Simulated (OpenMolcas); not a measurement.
**Multiplet structure of Bi2+**

```json
{
 "Program": "OpenMolcas 26.06",
 "Method": "CASSCF",
 "Basis": "ANO-RCC-VTZP [8s7p5d3f2g]",
 "Scalar Hamiltonian": "DKH2, point nucleus",
 "Active space": "3 electrons in 8 orbitals (6s 6p 7s 7p)",
 "State averaging": "2S+1 = 4 odd, 1 root; 2S+1 = 2 odd, 8 roots; 2S+1 = 4 even, 3 roots; 2S+1 = 2 even, 6 roots",
 "Spin-orbit coupling": "state interaction with AMFI integrals over the reference wave functions, term energies averaged over their components"
}
```

Spin-free terms above the lowest, with the occupations of the reference (each correlating shell added to its valence partner):

```
Configuration  Term  E (eV)      Occupations
       6s2 6p   2P*  0.0000  6s 1.97 6p 1.03
       6s 6p2    4P  8.3586  6s 1.00 6p 2.00
```

With spin-orbit coupling, above the lowest level:

```json
{"Configuration": "6s2 6p", "Term": "2P*", "J": "1/2", "E (eV)": "0.0000", "Measured (eV)": "0.0000", "g": "0.666", "Term weight %": "100"}
{"Configuration": "6s2 6p", "Term": "2P*", "J": "3/2", "E (eV)": "2.0745", "Measured (eV)": "2.5774", "g": "1.334", "Term weight %": "100"}
{"Configuration": "6s 6p2", "Term": "4P", "J": "1/2", "E (eV)": "8.4259", "Measured (eV)": "", "g": "2.670", "Term weight %": "100"}
{"Configuration": "6s 6p2", "Term": "4P", "J": "3/2", "E (eV)": "9.1699", "Measured (eV)": "10.2954", "g": "1.723", "Term weight %": "99"}
```

Against the 2 measured excited levels shown (Moore, Atomic Energy Levels, vol. III, NSRDS-NBS 35 (1971 reprint of NBS Circular 467, 1958)) the mean absolute deviation is 6600 cm-1; the largest miss in energy is 6s 6p2 4P 3/2: computed 9.1699, measured 10.2954 eV (-10.9 %), and the largest in proportion 6s2 6p 2P* 3/2 (-19.5 %).

Spin-orbit coupling puts the lowest level 1.3872 eV below the lowest spin-free term.

The run also gave levels led by 6s2 7s, which use shells meant for correlation; these and all levels above them are left out. Terms of s pⁿ other than that of highest spin mix with s² pⁿ⁻² d, which this space lacks; all of them can be thousands of cm-1 off, and some have no real level of that name. Spin-orbit splittings of 6p shells tend to come out small when the coupling is added on scalar orbitals. Measured partners are found by configuration, term and J. A level has none where our copy of the source lacks it or the pairing is in doubt (some pairs that miss far off the trend of their configuration count as doubtful), and it then counts in no deviation. Only configurations of the active space appear. The first state left out of the spin-orbit step lies near 100000 cm-1 above the lowest spin-free state of the reference (among the parities and spins computed), and the list stops at four fifths of that energy or lower.

The term weight is that of the spin-free term in the level, not the purity of its configuration. * marks odd parity.
